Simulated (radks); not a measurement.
The numbers below are computed, except where a source is named.
How relativity changes the ionisation of the argon ion Ar+ ([Ne] 3s2 3p5) to Ar2+ ([Ne] 3s2 3p4). Spin-unpolarised spherical Kohn-Sham, BLYP, point nucleus unless stated (finite: rms radius 3.4274 fm), a radial shooting solver on a logarithmic mesh with Libxc functionals. A level marked "c x" has the speed of light scaled by that factor and shares open shells by 2j + 1; other Dirac levels either fill j = l - 1/2 first or share by 2j + 1.

non-rel.: E(Ar+) (hartree) -526.96545; E(Ar2+) (hartree) -525.91733; IE (eV) 28.521; HOMO 3p; <r> HOMO (bohr) 1.557
scalar-rel.: E(Ar+) (hartree) -528.85157; E(Ar2+) (hartree) -527.80387; IE (eV) 28.509; HOMO 3p; <r> HOMO (bohr) 1.556
scalar-rel., finite nucleus: E(Ar+) (hartree) -528.85088; E(Ar2+) (hartree) -527.80318; IE (eV) 28.510; HOMO 3p; <r> HOMO (bohr) 1.556
Dirac, 2j+1 shares: E(Ar+) (hartree) -528.85377; E(Ar2+) (hartree) -527.80604; IE (eV) 28.510; HOMO 3p3/2; <r> HOMO (bohr) 1.559
Dirac, low j first: E(Ar+) (hartree) -528.85623; E(Ar2+) (hartree) -527.81157; IE (eV) 28.427; HOMO 3p3/2; <r> HOMO (bohr) 1.559
Dirac, 2j+1 shares, finite nucleus: E(Ar+) (hartree) -528.85308; E(Ar2+) (hartree) -527.80535; IE (eV) 28.510; HOMO 3p3/2; <r> HOMO (bohr) 1.559
Dirac, c x 5: E(Ar+) (hartree) -527.04037; E(Ar2+) (hartree) -525.99226; IE (eV) 28.521; HOMO 3p3/2; <r> HOMO (bohr) 1.557
Dirac, c x 10: E(Ar+) (hartree) -526.98418; E(Ar2+) (hartree) -525.93606; IE (eV) 28.521; HOMO 3p3/2; <r> HOMO (bohr) 1.557
Dirac, c x 100: E(Ar+) (hartree) -526.96564; E(Ar2+) (hartree) -525.91751; IE (eV) 28.521; HOMO 3p3/2; <r> HOMO (bohr) 1.557

NIST Atomic Spectra Database: 27.630 eV (measured). The relativistic part of the total energy of Ar+ is -1.888 hartree (Dirac, 2j+1 shares, finite nucleus), 0.36 % of the non-relativistic value. Spin polarisation and multiplet splitting of open shells are left out at every level.

Beside tabulated values, note that spin-unpolarised runs miss the spin-polarisation part of the exchange energy of open shells.
